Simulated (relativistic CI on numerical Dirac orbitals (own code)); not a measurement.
# A ladder of approximations for the levels of Rh⁺

Calculated with a relativistic CI code on KLI orbitals (one set per configuration, finite nucleus), adding one ingredient at a time: step 1, Dirac-Coulomb, each configuration alone; step 2, with Breit and QED terms; step 3, with configuration mixing; step 4, with scaled Slater integrals (0.85); step 5, with a P86 correlation estimate; step 6, tied to the ionisation limit. P86 is a density functional for the correlation energy, evaluated here for each configuration and added to its levels. Step 6 is semi-empirical: configurations made of the next ion and one excited electron move by 5720 cm⁻¹, so that their limit matches the tabulated ionisation energy, and those with a non-penetrating f or g electron also take the P86 value of the least penetrating other one.

CI space (outside the closed core [Kr]): 4d8, 4d7.5s, 4d7.5p, 4d7.6s, 4d7.5d, 4d7.6p, 4d6.5s.5p, 4d7.4f, 4d7.6d, 4d7.5f, 4d7.6f, 4d6.5s2, 4d5.5s2.5p, 4d5.5s2.6s, 4d5.5s2.5d, 4d5.5s2.6p, 4d5.4f.5s2.

Computed minus measured energy above the ground level, in cm⁻¹, for 10 of the 27 excited levels that pair in every step (one J of a term; a digit in brackets numbers repeated terms):

```csv
Configuration,Term,J,Measured,Step 1,Step 2,Step 3,Step 4,Step 5,Step 6
4d8,a 3F,3,2401,-60,-151,-205,-207,-203,-199
4d8,a 3P,1,10515,4420,4344,2001,740,956,1190
4d8,a 1G,4,14855,3638,3557,2536,394,523,649
4d7.5s,a 5F,5,16885,-5936,-5697,-4795,-2934,490,6176
4d7.5s,b 3F,4,25377,-2160,-1925,-1596,-1476,1963,7616
4d7.5p,z 5F°,5,57021,-9187,-9040,-9398,-7295,-2330,3260
4d7.5p,z 5G°,6,59702,-9243,-9109,-8822,-7203,-2258,3379
4d7.5p,z 5D°,2,61356,-8808,-8775,-9600,-7555,-2574,2979
4d7.5p,z 3F°,4,62326,-7219,-7104,-8098,-6833,-1858,3717
4d7.5p,z 3G°,4,63960,-7590,-7550,-8372,-6965,-1996,3585
```

Mean absolute errors in cm⁻¹, over all paired levels and for the configurations:

```
Configuration, levels  Step 1  Step 2  Step 3  Step 4  Step 5  Step 6
              all, 27    6403    6321    6250    4782    1573    3653
               4d8, 5    2536    2492    1394     465     572     686
            4d7.5s, 7    4866    4703    3971    2617     811    6487
           4d7.5p, 15    8410    8353    8931    7231    2261    3320
```

Measured levels: NIST Handbook of Basic Atomic Spectroscopic Data (Sansonetti and Martin, J. Phys. Chem. Ref. Data 34, 1559 (2005)).

The mean absolute error is lowest at step 5 (1573 cm⁻¹), and the largest single drop is from step 4 to 5 (4782 to 1573). Terms of the ground configuration are off by 2536 at first, 1394 with mixing and 465 after scaling, which stands in for the correlation that narrows term splittings. The Breit and QED terms change the top of the ground term (measured 3581) from 3680 to 3556. Mixing lowers the ground level by 949, with 4d7.5s as its largest admixture; relative to it the configurations that move most are 4d7.5s by +733, 4d7.5p by -578. The P86 estimate moves 4d7.5p by +4970, 4d7.5s by +3428, and takes the mean absolute error of the excited configurations from 5763 to 1800. Step 6 takes that error from 1800 to 4328; it grows for 4d7.5s, 4d7.5p. The shift fits the limit, so it does little for low levels whose errors differ from those near the limit.
